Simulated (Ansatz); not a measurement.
A short molecular-dynamics run on AlBH4O2S.

```yaml
crystal:
  periodic: [false, false, false]
  atoms:
    - {symbol: O, position_ang: [-0.133290, 0.038646, 0.863698]}
    - {symbol: B, position_ang: [0.106925, 0.900498, -0.243394]}
    - {symbol: O, position_ang: [0.194030, 2.217507, 0.041654]}
    - {symbol: S, position_ang: [0.236376, -0.026150, -1.758756]}
    - {symbol: Al, position_ang: [-0.103956, -1.633500, -0.162799]}
    - {symbol: H, position_ang: [-0.190758, 0.394296, 1.754899]}
    - {symbol: H, position_ang: [0.360707, 2.763069, -0.730333]}
    - {symbol: H, position_ang: [1.175631, -2.441463, 0.306011]}
    - {symbol: H, position_ang: [-1.557164, -2.259103, -0.088080]}
basis:
  gaussian: {orbitals: "6-31G*"}
hamiltonian: {xc: {name: PBE}, dispersion: d3bjatm}
md: {timestep: 1 fs, n_steps: 50, ensemble: nvt_langevin, temperature: 1000, initial_velocities: maxwell_boltzmann, friction: 0.01, seed: 563}
```

```sh
$ ansatz run in.yaml --threads 4 --pin off --events-out ev --progress --plain --max-ram 10444MiB
```

| step | time (fs) | potential energy (eV) | kinetic (eV) | T (K) | conserved (eV) |
| --- | --- | --- | --- | --- | --- |
| 0 | 0.0 | -22257.5456 | 1.0341 | 889 | – |
| 1 | 1.0 | -22257.4544 | 1.0126 | 870 | – |
| 2 | 2.0 | -22257.3449 | 0.9255 | 796 | – |
| 3 | 3.0 | -22257.2982 | 0.9974 | 857 | – |
| 4 | 4.0 | -22257.2585 | 0.9703 | 834 | – |
| 5 | 5.0 | -22257.2401 | 0.9685 | 833 | – |
| 6 | 6.0 | -22257.2507 | 1.0308 | 886 | – |
| 7 | 7.0 | -22257.2479 | 1.0343 | 889 | – |
| 8 | 8.0 | -22257.1840 | 1.0145 | 872 | – |
| 9 | 9.0 | -22257.0528 | 0.8570 | 737 | – |
| 10 | 10.0 | -22256.9139 | 0.6278 | 540 | – |
| 11 | 11.0 | -22256.8238 | 0.5290 | 455 | – |
| 12 | 12.0 | -22256.7780 | 0.5175 | 445 | – |
| 13 | 13.0 | -22256.7687 | 0.4874 | 419 | – |
| 14 | 14.0 | -22256.8178 | 0.4884 | 420 | – |
| 15 | 15.0 | -22256.9007 | 0.6146 | 528 | – |
| 16 | 16.0 | -22256.9626 | 0.7229 | 621 | – |
| 17 | 17.0 | -22256.9797 | 0.7625 | 655 | – |
| 18 | 18.0 | -22256.9898 | 0.7758 | 667 | – |
| 19 | 19.0 | -22256.9435 | 0.7310 | 628 | – |
| 20 | 20.0 | -22256.8276 | 0.6158 | 529 | – |
| 21 | 21.0 | -22256.7595 | 0.5874 | 505 | – |
| 22 | 22.0 | -22256.7874 | 0.5205 | 447 | – |
| 23 | 23.0 | -22256.8673 | 0.5264 | 452 | – |
| 24 | 24.0 | -22256.9269 | 0.5774 | 496 | – |
| 25 | 25.0 | -22256.9058 | 0.5465 | 470 | – |
| 26 | 26.0 | -22256.8352 | 0.5010 | 431 | – |
| 27 | 27.0 | -22256.8145 | 0.4586 | 394 | – |
| 28 | 28.0 | -22256.8205 | 0.4695 | 404 | – |
| 29 | 29.0 | -22256.7799 | 0.4083 | 351 | – |
| 30 | 30.0 | -22256.7187 | 0.3652 | 314 | – |
| 31 | 31.0 | -22256.7093 | 0.4145 | 356 | – |
| 32 | 32.0 | -22256.7808 | 0.5457 | 469 | – |
| 33 | 33.0 | -22256.8685 | 0.6600 | 567 | – |
| 34 | 34.0 | -22256.8953 | 0.7269 | 625 | – |
| 35 | 35.0 | -22256.8884 | 0.7727 | 664 | – |
| 36 | 36.0 | -22256.9219 | 0.7821 | 672 | – |
| 37 | 37.0 | -22256.9202 | 0.7544 | 649 | – |
| 38 | 38.0 | -22256.8283 | 0.6893 | 593 | – |
| 39 | 39.0 | -22256.7598 | 0.6188 | 532 | – |
| 40 | 40.0 | -22256.8043 | 0.6372 | 548 | – |
| 41 | 41.0 | -22256.8998 | 0.7582 | 652 | – |
| 42 | 42.0 | -22256.9509 | 0.8607 | 740 | – |
| 43 | 43.0 | -22256.8940 | 0.8731 | 751 | – |
| 44 | 44.0 | -22256.7941 | 0.8326 | 716 | – |
| 45 | 45.0 | -22256.7818 | 0.7542 | 648 | – |
| 46 | 46.0 | -22256.8029 | 0.8493 | 730 | – |
| 47 | 47.0 | -22256.7880 | 0.8251 | 709 | – |
| 48 | 48.0 | -22256.7823 | 0.7764 | 667 | – |
| 49 | 49.0 | -22256.8367 | 0.8631 | 742 | – |
| 50 | 50.0 | -22256.9242 | 0.8795 | 756 | – |

Velocities are drawn at the set temperature; a run this short doesn't reach equilibrium.

Frames (Å, forces in eV/Å):

```xyz
9
time=0.0 fs
O    -0.133    0.039    0.864   -0.060   -0.381   -0.148
B     0.107    0.900   -0.243    0.047    0.087   -0.277
O     0.194    2.218    0.042   -0.108    0.188    0.870
S     0.236   -0.026   -1.759    0.058   -0.113   -0.501
Al   -0.104   -1.633   -0.163    0.000   -0.248   -0.108
H    -0.191    0.394    1.755   -0.046    0.306    0.762
H     0.361    2.763   -0.730    0.133    0.359   -0.668
H     1.176   -2.441    0.306    0.195   -0.113    0.065
H    -1.557   -2.259   -0.088   -0.218   -0.084    0.006
9
time=2.0 fs
O    -0.116    0.029    0.862    0.116   -0.963   -2.011
B     0.115    0.915   -0.222    0.069   -0.263   -0.741
O     0.206    2.236    0.056    0.046    0.954   -0.805
S     0.232   -0.025   -1.758    0.066    0.173   -0.220
Al   -0.107   -1.641   -0.179   -0.766    0.587   -0.558
H    -0.200    0.363    1.719   -0.280    1.039    2.873
H     0.302    2.751   -0.797   -0.040   -0.515    0.945
H     1.045   -2.411    0.370    1.499   -0.850    0.543
H    -1.502   -2.323   -0.134   -0.710   -0.163   -0.025
9
time=4.0 fs
O    -0.101    0.018    0.855   -0.297    0.520    1.544
B     0.121    0.932   -0.199    0.111   -0.448   -1.052
O     0.219    2.261    0.066   -0.130    0.706   -1.365
S     0.230   -0.021   -1.758    0.075    0.410    0.068
Al   -0.112   -1.647   -0.195   -1.061    0.816   -0.806
H    -0.220    0.365    1.778    0.079   -0.292   -0.534
H     0.240    2.720   -0.837    0.098   -0.464    1.397
H     0.956   -2.410    0.452    1.979   -1.119    0.838
H    -1.469   -2.395   -0.194   -0.855   -0.129   -0.090
9
time=6.0 fs
O    -0.088    0.010    0.853   -0.530    1.170    2.771
B     0.127    0.950   -0.179    0.159   -0.579   -1.090
O     0.232    2.289    0.071   -0.283   -0.617   -0.067
S     0.228   -0.015   -1.758    0.080    0.589    0.321
Al   -0.121   -1.654   -0.213   -0.511   -0.087   -0.223
H    -0.231    0.363    1.813    0.288   -0.772   -1.789
H     0.184    2.670   -0.825    0.188    0.572   -0.096
H     0.935   -2.448    0.563    1.049   -0.433    0.291
H    -1.475   -2.474   -0.271   -0.440    0.158   -0.119
9
time=8.0 fs
O    -0.077    0.007    0.861   -0.284    0.840    0.838
B     0.131    0.970   -0.166    0.210   -1.050   -0.968
O     0.245    2.315    0.075   -0.271   -1.422    0.939
S     0.224   -0.010   -1.758    0.087    0.778    0.506
Al   -0.131   -1.661   -0.233    0.161   -1.141    0.626
H    -0.236    0.339    1.772    0.045   -0.206   -0.019
H     0.149    2.626   -0.819    0.104    1.276   -1.288
H     0.972   -2.518    0.679   -0.152    0.444   -0.594
H    -1.502   -2.539   -0.371    0.101    0.482   -0.039
9
time=10.0 fs
O    -0.066    0.004    0.867    0.152    0.277   -1.503
B     0.138    0.990   -0.154    0.202   -1.602   -0.982
O     0.259    2.333    0.080   -0.507   -0.847   -0.618
S     0.219   -0.006   -1.758    0.110    0.944    0.639
Al   -0.138   -1.669   -0.255    0.436   -1.591    1.066
H    -0.245    0.306    1.738   -0.369    0.523    2.146
H     0.115    2.621   -0.853    0.302    0.780    0.268
H     1.005   -2.581    0.771   -0.730    0.868   -1.085
H    -1.518   -2.579   -0.468    0.402    0.649    0.069
9
time=12.0 fs
O    -0.055    0.000    0.869   -0.206    1.017    0.153
B     0.144    1.009   -0.145    0.143   -1.994   -1.076
O     0.267    2.346    0.085   -0.785   -0.087   -1.917
S     0.217   -0.003   -1.758    0.136    1.054    0.741
Al   -0.142   -1.678   -0.272    0.385   -1.658    1.157
H    -0.262    0.289    1.779    0.032   -0.054    0.253
H     0.090    2.673   -0.873    0.579    0.045    1.752
H     0.999   -2.609    0.817   -0.862    0.953   -1.236
H    -1.529   -2.598   -0.559    0.577    0.723    0.173
9
time=14.0 fs
O    -0.046    0.000    0.872   -0.570    1.392    1.602
B     0.150    1.020   -0.144    0.070   -2.051   -0.939
O     0.272    2.358    0.086   -0.712   -0.187   -1.320
S     0.216   -0.001   -1.757    0.168    1.106    0.802
Al   -0.147   -1.691   -0.287    0.232   -1.394    1.055
H    -0.266    0.261    1.837    0.444   -0.372   -1.539
H     0.087    2.727   -0.838    0.510   -0.004    1.248
H     0.939   -2.602    0.812   -0.724    0.839   -1.159
H    -1.530   -2.588   -0.649    0.583    0.671    0.250
9
time=16.0 fs
O    -0.041    0.001    0.880   -0.451    1.118    0.957
B     0.154    1.020   -0.147    0.048   -1.597   -0.700
O     0.274    2.370    0.084   -0.217   -1.832    1.358
S     0.216   -0.002   -1.755    0.198    1.139    0.836
Al   -0.153   -1.706   -0.298   -0.106   -0.868    0.662
H    -0.245    0.217    1.846    0.349   -0.060   -1.212
H     0.111    2.768   -0.761   -0.011    1.045   -1.427
H     0.848   -2.569    0.764   -0.303    0.490   -0.777
H    -1.524   -2.568   -0.737    0.493    0.564    0.304
9
time=18.0 fs
O    -0.037    0.004    0.890   -0.037    0.602   -1.254
B     0.157    1.021   -0.154    0.008   -1.230   -0.567
O     0.276    2.380    0.083   -0.163   -2.384    1.857
S     0.213   -0.003   -1.751    0.232    1.145    0.817
Al   -0.161   -1.724   -0.309   -0.874    0.076   -0.269
H    -0.209    0.172    1.823   -0.045    0.495    0.738
H     0.146    2.841   -0.725   -0.061    1.081   -1.800
H     0.739   -2.545    0.674    0.575   -0.236    0.143
H    -1.517   -2.544   -0.819    0.365    0.451    0.336
9
time=20.0 fs
O    -0.032    0.004    0.898    0.067    0.422   -2.053
B     0.158    1.016   -0.161    0.016   -0.721   -0.518
O     0.278    2.383    0.083   -0.545   -0.690   -0.790
S     0.212   -0.002   -1.745    0.262    1.084    0.704
Al   -0.171   -1.738   -0.322   -1.679    1.326   -1.374
H    -0.179    0.162    1.824   -0.141    0.660    1.369
H     0.165    2.953   -0.744    0.316   -1.102    1.052
H     0.650   -2.546    0.576    1.650   -1.229    1.324
H    -1.498   -2.502   -0.890    0.054    0.250    0.287
9
time=22.0 fs
O    -0.031    0.007    0.899   -0.193    0.597   -0.393
B     0.157    1.009   -0.176    0.066   -0.166   -0.212
O     0.279    2.382    0.080   -0.552   -0.429   -1.061
S     0.212    0.002   -1.738    0.300    0.976    0.443
Al   -0.182   -1.749   -0.336   -1.333    1.654   -1.270
H    -0.156    0.183    1.863    0.116    0.359   -0.445
H     0.188    3.019   -0.721    0.296   -1.723    1.378
H     0.634   -2.600    0.524    1.627   -1.263    1.343
H    -1.468   -2.447   -0.974   -0.327   -0.004    0.216
9
time=24.0 fs
O    -0.032    0.010    0.899   -0.258    0.679    0.320
B     0.159    1.000   -0.193    0.102    0.293    0.283
O     0.281    2.378    0.073   -0.360   -2.059    0.736
S     0.213    0.005   -1.731    0.353    0.831    0.104
Al   -0.191   -1.757   -0.349   -0.228    0.965   -0.277
H    -0.128    0.207    1.884    0.175    0.164   -1.312
H     0.235    3.014   -0.657    0.077   -0.323   -0.481
H     0.667   -2.691    0.527    0.708   -0.361    0.462
H    -1.449   -2.398   -1.045   -0.570   -0.189    0.167
9
time=26.0 fs
O    -0.035    0.014    0.904   -0.139    0.395   -0.902
B     0.162    0.992   -0.207    0.105    0.562    0.804
O     0.281    2.371    0.070   -0.374   -4.251    3.001
S     0.213    0.009   -1.724    0.400    0.665   -0.253
Al   -0.199   -1.763   -0.361    0.664    0.105    0.570
H    -0.092    0.218    1.862    0.053    0.363   -0.227
H     0.285    2.990   -0.606    0.086    1.808   -2.827
H     0.726   -2.804    0.553   -0.212    0.605   -0.379
H    -1.448   -2.364   -1.102   -0.583   -0.252    0.213
9
time=28.0 fs
O    -0.039    0.016    0.906   -0.097    0.151   -1.869
B     0.169    0.987   -0.217    0.028    0.494    1.218
O     0.277    2.356    0.075   -0.308   -1.926    0.775
S     0.212    0.014   -1.715    0.453    0.475   -0.661
Al   -0.205   -1.767   -0.370    0.845   -0.435    0.777
H    -0.059    0.237    1.842    0.014    0.519    0.697
H     0.341    3.002   -0.640    0.071   -0.196   -0.606
H     0.780   -2.895    0.556   -0.682    1.102   -0.739
H    -1.465   -2.344   -1.161   -0.324   -0.184    0.409
9
time=30.0 fs
O    -0.046    0.017    0.905   -0.095    0.361   -0.674
B     0.174    0.984   -0.222   -0.058    0.100    1.510
O     0.278    2.335    0.081    0.071    0.367   -1.286
S     0.213    0.017   -1.705    0.490    0.298   -1.024
Al   -0.207   -1.772   -0.377    0.607   -0.696    0.633
H    -0.038    0.259    1.863    0.016    0.187   -0.487
H     0.399    2.992   -0.704   -0.240   -1.822    1.476
H     0.811   -2.945    0.530   -0.845    1.265   -0.805
H    -1.502   -2.332   -1.205    0.053   -0.060    0.657
9
time=32.0 fs
O    -0.055    0.017    0.904   -0.018    0.522   -0.188
B     0.180    0.978   -0.223   -0.182   -0.275    1.840
O     0.279    2.314    0.083    0.170    0.458   -0.995
S     0.212    0.022   -1.694    0.523    0.075   -1.459
Al   -0.208   -1.776   -0.383    0.108   -0.800    0.332
H    -0.015    0.296    1.862   -0.041   -0.049   -0.872
H     0.437    2.924   -0.713   -0.248   -1.245    1.156
H     0.806   -2.956    0.472   -0.786    1.217   -0.699
H    -1.561   -2.327   -1.228    0.473    0.097    0.885
9
time=34.0 fs
O    -0.066    0.015    0.905    0.030    0.563   -0.392
B     0.180    0.969   -0.218   -0.292   -0.738    2.038
O     0.282    2.292    0.083   -0.323   -1.016    1.546
S     0.211    0.031   -1.683    0.541   -0.150   -1.815
Al   -0.209   -1.781   -0.388   -0.530   -0.464   -0.143
H     0.006    0.344    1.837   -0.084   -0.131   -0.455
H     0.478    2.817   -0.675    0.345    0.948   -1.429
H     0.769   -2.919    0.378   -0.415    0.816   -0.344
H    -1.615   -2.312   -1.229    0.729    0.173    0.994
9
time=36.0 fs
O    -0.075    0.015    0.909    0.054    0.543   -0.483
B     0.181    0.957   -0.203   -0.424   -1.366    1.755
O     0.283    2.266    0.087   -0.348   -0.414    1.857
S     0.211    0.039   -1.677    0.558   -0.287   -1.929
Al   -0.211   -1.785   -0.393   -1.404    0.510   -0.879
H     0.035    0.398    1.807   -0.117   -0.205   -0.001
H     0.539    2.739   -0.681    0.506    1.215   -1.654
H     0.713   -2.858    0.262    0.449   -0.142    0.349
H    -1.639   -2.281   -1.213    0.726    0.146    0.984
9
time=38.0 fs
O    -0.085    0.015    0.914    0.126    0.596   -0.003
B     0.185    0.939   -0.185   -0.515   -1.583    1.198
O     0.283    2.243    0.098    0.868    1.848   -1.014
S     0.210    0.047   -1.676    0.567   -0.383   -1.882
Al   -0.216   -1.789   -0.401   -2.098    1.830   -1.474
H     0.074    0.451    1.785   -0.207   -0.457   -0.036
H     0.614    2.705   -0.742   -0.606   -0.507    1.354
H     0.664   -2.812    0.160    1.557   -1.355    1.084
H    -1.616   -2.248   -1.174    0.307    0.011    0.773
9
time=40.0 fs
O    -0.093    0.020    0.919    0.091    0.308    0.315
B     0.184    0.920   -0.160   -0.521   -1.524    0.296
O     0.286    2.223    0.108    1.298    2.322   -1.537
S     0.209    0.054   -1.679    0.546   -0.378   -1.578
Al   -0.223   -1.792   -0.412   -1.358    2.031   -1.161
H     0.117    0.486    1.760   -0.238   -0.510    0.254
H     0.668    2.655   -0.754   -0.953   -0.685    1.954
H     0.675   -2.821    0.109    1.584   -1.340    1.054
H    -1.583   -2.216   -1.109   -0.450   -0.224    0.404
9
time=42.0 fs
O    -0.100    0.022    0.925   -0.190   -0.546    0.395
B     0.183    0.895   -0.125   -0.448   -1.021   -0.971
O     0.293    2.206    0.116    0.618    1.273    0.170
S     0.207    0.058   -1.686    0.512   -0.278   -1.066
Al   -0.231   -1.793   -0.424    0.576    1.129   -0.263
H     0.142    0.491    1.736   -0.093   -0.206    1.055
H     0.682    2.577   -0.704   -0.190    0.355    0.212
H     0.745   -2.876    0.110    0.558   -0.205    0.453
H    -1.557   -2.193   -1.042   -1.344   -0.501    0.016
9
time=44.0 fs
O    -0.109    0.025    0.930   -0.391   -1.407    1.665
B     0.179    0.863   -0.091   -0.177    0.453   -2.285
O     0.301    2.192    0.125   -0.710   -0.544    2.807
S     0.206    0.060   -1.692    0.439   -0.252   -0.619
Al   -0.238   -1.793   -0.439    2.019    0.241    0.331
H     0.168    0.475    1.746   -0.161   -0.276    0.873
H     0.681    2.504   -0.656    1.176    1.653   -2.574
H     0.846   -2.936    0.126   -0.424    0.769   -0.078
H    -1.565   -2.195   -0.980   -1.771   -0.638   -0.122
9
time=46.0 fs
O    -0.119    0.023    0.938   -0.332   -1.931    3.436
B     0.171    0.835   -0.067    0.170    1.838   -3.155
O     0.307    2.180    0.138    0.490   -0.002    0.201
S     0.205    0.064   -1.700    0.327   -0.344   -0.283
Al   -0.241   -1.794   -0.454    1.821   -0.360    0.283
H     0.196    0.433    1.791   -0.491   -0.613   -0.227
H     0.716    2.461   -0.701   -0.036    0.659   -0.060
H     0.940   -2.961    0.142   -0.958    1.169   -0.358
H    -1.636   -2.216   -0.931   -0.991   -0.415    0.164
9
time=48.0 fs
O    -0.128    0.012    0.956   -0.317   -2.142    3.251
B     0.160    0.813   -0.060    0.334    2.532   -2.769
O     0.315    2.171    0.153    1.434    0.091   -2.002
S     0.205    0.070   -1.710    0.201   -0.510   -0.100
Al   -0.237   -1.798   -0.468    0.771   -0.661    0.137
H     0.219    0.368    1.822   -0.518   -0.469   -0.495
H     0.760    2.434   -0.749   -1.054    0.023    2.019
H     0.983   -2.946    0.146   -1.083    1.184   -0.468
H    -1.748   -2.241   -0.866    0.232   -0.048    0.427
9
time=50.0 fs
O    -0.136   -0.002    0.979   -0.549   -2.174    1.396
B     0.152    0.797   -0.066    0.305    2.522   -1.545
O     0.325    2.163    0.163    0.972   -0.600   -1.292
S     0.207    0.078   -1.721    0.083   -0.672   -0.002
Al   -0.233   -1.805   -0.483   -0.111   -0.603    0.152
H     0.229    0.283    1.839   -0.133    0.026    0.159
H     0.772    2.421   -0.705   -0.653    0.323    1.149
H     0.994   -2.890    0.136   -0.982    0.980   -0.468
H    -1.847   -2.271   -0.796    1.067    0.198    0.451
```

It took 52 s on 4 threads of an Intel Xeon on a shared host, with 0.42 GiB of host memory at the peak.
